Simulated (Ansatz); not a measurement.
`FC(F)(F)[O][GeH2][Cl]` and `FC(F)(F)OBCl` differ in one atom or group.

Ansatz, PBE0-D4/def2-TZVP geometries, multiplicity 1. Each molecule was computed in one conformer, which needn't be the lowest.

Scalar relativity is left out up to krypton.

```csv
property,`FC(F)(F)[O][GeH2][Cl]`
size of the dipole moment (ωB97M-V/def2-TZVPP) / D,3.03
LUMO energy (B3LYP/def2-TZVPP) / eV,-0.85
LUMO energy (PBE0/def2-TZVPP) / eV,-0.52
size of the dipole moment (B3LYP/def2-TZVPP) / D,3.01
size of the dipole moment (PBE/def2-TZVPP) / D,2.84
LUMO energy (ωB97M-V/def2-TZVPP) / eV,1.43
```

Question: Give the same properties after the change, and the shifts. (Estimate.)

Answer: Computed: 
| property | `FC(F)(F)OBCl` | shift |
| --- | --- | --- |
| size of the dipole moment (ωB97M-V/def2-TZVPP) / D | 0.68 | -2.35 |
| LUMO energy (B3LYP/def2-TZVPP) / eV | -1.49 | -0.64 |
| LUMO energy (PBE0/def2-TZVPP) / eV | -1.26 | -0.74 |
| size of the dipole moment (B3LYP/def2-TZVPP) / D | 0.70 | -2.31 |
| size of the dipole moment (PBE/def2-TZVPP) / D | 0.57 | -2.27 |
| LUMO energy (ωB97M-V/def2-TZVPP) / eV | 0.81 | -0.62 |

With PBE0 the HOMO falls by 0.13 eV and the LUMO falls by 0.74 eV, so the gap narrows by about 0.61 eV. PBE moves the HOMO by -0.09 eV and ωB97M-V by -0.17 eV. Dipoles are sizes alone; their direction can turn.

B3LYP here is the variant with VWN-RPA as its local correlation; programs differ in this.
